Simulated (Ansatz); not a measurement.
This geometry of ClF3Hf + H3P (9 atoms, charge 0, multiplicity 1) is a first-order saddle point.

The calculation used RKS r2SCAN/def2-SVP in Ansatz.

```xyz
9
Properties=species:S:1:pos:R:3
Hf -0.077 -0.122 0.014
F -0.761 -0.125 1.807
F 1.789 0.272 -0.188
F -0.810 1.532 -0.590
Cl -1.044 -1.657 -1.528
P 1.220 -2.656 1.174
H -0.087 -3.070 1.429
H 1.759 -2.830 -0.100
H 1.839 -1.777 2.062
```

Task: Which two structures does it join? (They come from a converged band through this point; their orientation in space is the band's.)

Result: Bonds formed: Hf1–P6. ClF3Hf + H3P becomes ClF3H3HfP.

First end point:

```xyz
9
Properties=species:S:1:pos:R:3
Hf -0.177 0.083 -0.106
F -0.257 0.146 1.798
F 1.618 -0.078 -0.730
F -0.790 1.774 -0.710
Cl -1.607 -1.553 -1.024
P 1.516 -3.170 1.441
H 0.339 -3.247 0.632
H 2.187 -2.288 0.538
H 1.002 -2.101 2.242
```

Last end point:

```xyz
9
Properties=species:S:1:pos:R:3
Hf -0.148 0.077 -0.063
F -0.715 0.172 1.766
F 1.714 0.408 -0.382
F -0.889 1.706 -0.722
Cl -1.217 -1.539 -1.450
P 1.062 -2.372 1.046
H 0.213 -3.369 1.591
H 1.813 -3.208 0.180
H 1.997 -2.308 2.114
```

Task: How far does it lie above each of them?

Result: 0.90 eV above the first and 1.34 eV above the second. This is the barrier of this one path; another mechanism may lie lower.

The run took 6.7 min on 4 threads of Arm Neoverse V2, with other jobs on the host, peak memory 0.24 GiB.
